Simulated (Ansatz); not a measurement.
Consider the atomization: `NB(O)[SeH]` → B• + 4 H• + N• + O• + Se•.

Program: Ansatz. Geometries: PBE0-D4/def2-TZVP. ΔE: electronic, gas phase. CCSD(T)/CBS adds triple-zeta CCSD(T) − MP2 to the extrapolated MP2 energy (def2 sets, frozen cores). This one scheme is used for every species, atoms too. DFT in def2-TZVPP. No spin–orbit coupling; open shells (•) take unrestricted orbitals. Spin–orbit coupling would lower the free atoms: a little for B, O; clearly for Se. Bonds to Se are less sure, by a few kJ/mol each and by 10 to 20 or more in all where they break to atoms, as the def2 sets lack core-valence functions. Scalar relativity is left out up to krypton. Each species was taken in one conformer, which may not be the lowest.

| level | ΔE (eV) |
| --- | --- |
| PBE-D4 | 31.45 |
| PBE0-D4 | 30.69 |
| BHLYP-D4 | 29.62 |
| r2SCAN | 30.75 |

What does CCSD(T)/CBS give? (An estimate is asked.)

The calculation gave: +30.71 eV. The listed levels differ from it by 0.74, -0.02, -1.09, 0.04 eV.

Largest T1 diagnostic among the species: 0.014.

From PBE to PBE0 (25 % exact exchange), in def2-TZVPP and without D4, ΔE moves by −0.74 eV: exact exchange takes away binding that semilocal exchange gives to molecules. Leaving LDA and LC-ωPBE aside and taking each functional with its dispersion term where it has one, the values spread over 1.83 eV, from BHLYP-D4 to PBE-D4. LDA lies +4.35 eV from PBE without D4, its usual overbinding. The D4 term adds +0.25 eV with B3LYP and +0.13 eV with PBE0; it sums over pairs of atoms, weighted by their polarisabilities, and B3LYP, whose exchange is more repulsive, gets the larger term.

B3LYP here is the variant with VWN-RPA as its local correlation; programs differ in this.

For atomizations the MP2-based limit and the directly extrapolated one differ by several kJ/mol either way, and by 10 to 25 for some Ge, Se and Sn compounds, so smaller differences from it don't rank the levels.
